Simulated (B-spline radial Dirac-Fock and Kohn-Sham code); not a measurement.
## Atomic SCF run for Sm⁷⁺

ΔSCF core binding energies without Breit or QED terms, calculated with a radial B-spline solver. Keys: rel is the Hamiltonian (dirac, or spin-free x2c and nr, where L3 and M5 stand for the whole 2p and 3d shells), method is hf or an exchange,correlation pair (spin-unpolarised, also for the hole states), nuc the nuclear model, radius_factor scales its radius, rmax is the box in bohr, h the logarithmic mesh step, order the B-spline order, points the quadrature points per cell, c_factor scales the speed of light, and damp, ndamp, maxit and tol steer the iteration. The run stops when the commutator error falls below 10·tol·max(1, Z/10), or the numerical noise floor, and the energy has settled to about 1e-8 Ha; the virial ratio is −V/T.

Input (task.json):

```json
{"items": [{"Z": 62, "q": 7, "cfg": [[1, 0, 2], [2, 0, 2], [2, 1, 6], [3, 0, 2], [3, 1, 6], [3, 2, 10], [4, 0, 2], [4, 1, 6], [4, 2, 10], [4, 3, 4], [5, 0, 2], [5, 1, 3]], "A": 152, "rrms": 5.0819, "do": "settings", "holes": ["K", "L3", "M5"],
  "settings": [{"rel": "dirac", "method": "lda,xyz", "nuc": "fermi", "radius_factor": 1.0, "rmax": 45.0, "h": 0.3, "order": 8, "points": 10, "c_factor": 1.0, "maxit": 89, "damp": 0.5, "ndamp": 3, "tol": 1e-08}]}]}
```

Command: `python xray2_run.py task.json out`

The program stops without a result: KeyError: "LibXCFunctional: name 'XYZ' not found.".

Question: One setting is unsound. Which, and why?

Answer: method names a functional that the program does not serve. With the default settings (Dirac Hartree-Fock): The ground state converged in 10 iterations, with total energy -10417.06293 Ha, virial ratio 1.92234 and highest orbital energy -113.65 eV. ΔSCF binding energies: K (1s) 47143.5 eV, L3 (2p3/2) 6847.9 eV, M5 (3d5/2) 1199.1 eV.
